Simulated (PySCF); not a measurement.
NbO, SMILES [Nb]=[O] (connectivity only; charge and spin as stated), neutral, multiplicity 4. Atoms are numbered in the order given.

```xyz
2

Nb     0.0000     0.0000    -0.2736
O      0.0000     0.0000     1.4021
```
Charge 0, spin multiplicity 4.

Coordinates come from a PBE0-D3(BJ)/def2-TZVPD optimisation. The spin state was assumed, not searched. The def2 effective core potentials stand for the cores of Nb; spin–orbit coupling is left out.

These are ωB97X/def2-TZVPD run with PySCF values and carry that method's errors.

Gas-phase values at a fixed geometry.

Computed frontier levels, dipole moment and polarisability:
- α spin, highest occupied and lowest empty level = -6.87 and 0.11 eV
- β spin, highest occupied and lowest empty level = -12.07 and 0.74 eV
- dipole moment = 3.73 D
- mean static polarisability = 95.6 bohr³ (14.16 Å³)
- polarisability, principal values = 80.1, 103.3, 103.3 bohr³
- ⟨S²⟩ = 3.760 (pure state 3.75)
